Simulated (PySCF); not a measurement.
# Frontier orbitals and the lowest excitations

Species: C4H6FNSi.
Structure used (GFN2-xTB), in Å, numbered top down from 1:
```xyz
13
C4H6FNSi angstrom
C     -0.8020   -1.1590   -0.5768
C     -0.5308    0.0658    0.2405
C     -1.5326    0.7288    0.7940
F     -1.3268    1.8320    1.5427
Si     1.2578    0.6365    0.4939
C      2.1474    0.0791   -1.0552
N      2.6889   -0.2656   -2.0039
H     -1.8696   -1.3538   -0.6557
H     -0.3193   -2.0246   -0.1248
H     -0.3882   -1.0408   -1.5774
H     -2.5856    0.4890    0.7238
H      1.8783   -0.0765    1.6145
H      1.3781    2.0896    0.5668
```

Computed with TDDFT wB97X-D/def2-SVPD, vertical, gas phase, core orbitals frozen in the response in PySCF 2.14.0, density-fitted response routines.

Frontier orbitals with the atoms that hold most of them (Löwdin shares over 4%, at most four atoms; ? is withheld):

```json
{"orbital": "LUMO+2", "ε (eV)": "1.75", "atoms": "Si5 21%, C6 19%, N7 19%, C3 12%"}
{"orbital": "LUMO+1", "ε (eV)": "1.32", "atoms": "Si5 26%, C6 26%, N7 24%, H13 6%"}
{"orbital": "LUMO", "ε (eV)": "0.90", "atoms": "?"}
{"orbital": "HOMO", "ε (eV)": "-9.76", "atoms": "?"}
{"orbital": "HOMO-1", "ε (eV)": "-11.48", "atoms": "C2 23%, Si5 17%, N7 16%, C6 13%"}
{"orbital": "HOMO-2", "ε (eV)": "-11.80", "atoms": "N7 39%, C6 32%, Si5 12%, H13 7%"}
{"orbital": "HOMO-3", "ε (eV)": "-12.30", "atoms": "N7 43%, C6 28%, Si5 7%, C1 7%"}
```

Task: Give the leading atoms of the LUMO.

Result: C3 (bonded to C, F and H) 21%; C2 (bonded to 2 C and Si) 19%; Si5 (bonded to 2 C and 2 H) 17%; C6 (bonded to N and Si) 11%. By element: carbon 51% or more, silicon 17%.

Task: Which atoms hold the HOMO, and with what shares?

Result: C2 (bonded to 2 C and Si) 33%; C3 (bonded to C, F and H) 30%; F4 (bonded to C) 14%; C1 (bonded to C and 3 H) 8%. By element: carbon 71% or more, fluorine 14%.

Task: How does S1 compare with the orbital gap of 10.66 eV?

Result: S1 is at 6.67 eV (f = 0.217), 3.99 eV below the gap, made of HOMO→LUMO (96%). 

Task: One configuration dominates each of S1 and S2. Which, and how do the shares of the two leading atoms of either orbital change from the occupied to the empty one?

Result: 
- S1 (6.67 eV, f 0.217), HOMO→LUMO (96%): C2 33% → 19%, C3 30% → 21%
- S2 (6.97 eV, f 0.014), HOMO→LUMO+1 (86%): C2 33% → at most 7%, C3 30% → at most 7%, Si5 at most 9% → 26%, C6 at most 9% → 26%

One conformer stands for the species.
